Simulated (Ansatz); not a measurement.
A nudged elastic band was laid between two geometries of Cl2Zn + H2 (5 atoms, charge 0, multiplicity 1).

Level of theory: Ansatz, RKS PBE0/def2-SVP.

```json
{"movable images": "5", "climbing image": "yes", "spring": "5.0 eV/Å²", "optimiser": "quadratic models (default)", "start path": "through a guess of the saddle point", "force threshold": "0.05 eV/Å", "iteration limit": "60", "end points": "relaxed"}
```

Image 0:

```xyz
5
Properties=species:S:1:pos:R:3
Zn 0.281 0.000 0.282
Cl 0.816 0.000 2.318
Cl -0.071 0.000 -1.793
H -2.252 0.000 0.479
H -2.059 0.000 1.218
```

Image 6:

```xyz
5
Properties=species:S:1:pos:R:3
Zn -0.962 0.000 -0.542
Cl 0.186 0.000 2.059
Cl 0.866 0.000 -1.622
H -2.413 0.000 -0.034
H -0.963 0.000 2.642
```

Problem. What changes between the two ends?

Solution. Bonds broken: Zn1–Cl2, H4–H5. Bonds formed: Zn1–H4, Cl2–H5. Cl2Zn + H2 becomes ClH + ClHZn.

Problem. What energy profile does the band end with?

Solution. It converged. The highest image is number 3 of 0 to 6, 1.31 eV above the first end and 0.42 eV above the last; the last end lies 0.89 eV above the first. A vibrational analysis at the climbing image gives one clearly imaginary mode, 864i cm⁻¹: a first-order saddle point. The orbitals stay closed-shell, which can raise the energy where a bond breaks towards radicals; this wasn't checked here.

```json
{"image": "0", "path coordinate (Å)": "0.00", "energy (eV)": "0.00", "Zn1–Cl2 (Å)": "2.11", "H4–H5 (Å)": "0.76", "Zn1–H4 (Å)": "2.54"}
{"image": "1", "path coordinate (Å)": "0.58", "energy (eV)": "0.07", "Zn1–Cl2 (Å)": "2.12", "H4–H5 (Å)": "0.77", "Zn1–H4 (Å)": "2.43"}
{"image": "2", "path coordinate (Å)": "1.15", "energy (eV)": "0.56", "Zn1–Cl2 (Å)": "2.21", "H4–H5 (Å)": "0.81", "Zn1–H4 (Å)": "2.00"}
{"image": "3", "path coordinate (Å)": "1.73", "energy (eV)": "1.31", "Zn1–Cl2 (Å)": "2.45", "H4–H5 (Å)": "1.13", "Zn1–H4 (Å)": "1.67"}
{"image": "4", "path coordinate (Å)": "2.29", "energy (eV)": "1.01", "Zn1–Cl2 (Å)": "2.83", "H4–H5 (Å)": "1.71", "Zn1–H4 (Å)": "1.56"}
{"image": "5", "path coordinate (Å)": "2.84", "energy (eV)": "0.92", "Zn1–Cl2 (Å)": "2.88", "H4–H5 (Å)": "2.36", "Zn1–H4 (Å)": "1.54"}
{"image": "6", "path coordinate (Å)": "3.39", "energy (eV)": "0.89", "Zn1–Cl2 (Å)": "2.84", "H4–H5 (Å)": "3.04", "Zn1–H4 (Å)": "1.54"}
```

Problem. What is the geometry of the highest image?

Solution. 
```xyz
5
Properties=species:S:1:pos:R:3:forces:R:3
Zn -0.620 0.000 -0.126 0.02 0.00 0.00
Cl 0.195 0.000 2.189 -0.02 0.00 -0.02
Cl 0.380 0.000 -1.983 0.00 0.00 0.00
H -2.011 0.000 0.804 -0.01 0.00 0.00
H -1.228 0.000 1.619 0.02 0.00 0.02
```

Problem. What are the harmonic wavenumbers there?

Solution. 864i, 104, 221, 343, 432, 974, 1000, 1377, 1680 cm⁻¹.

The band took 9 iterations and roughly 2.4 core-minutes.

Run time: 2.4 min on 1 thread of Arm Neoverse V2, with other jobs on the host, peak memory 0.18 GiB.
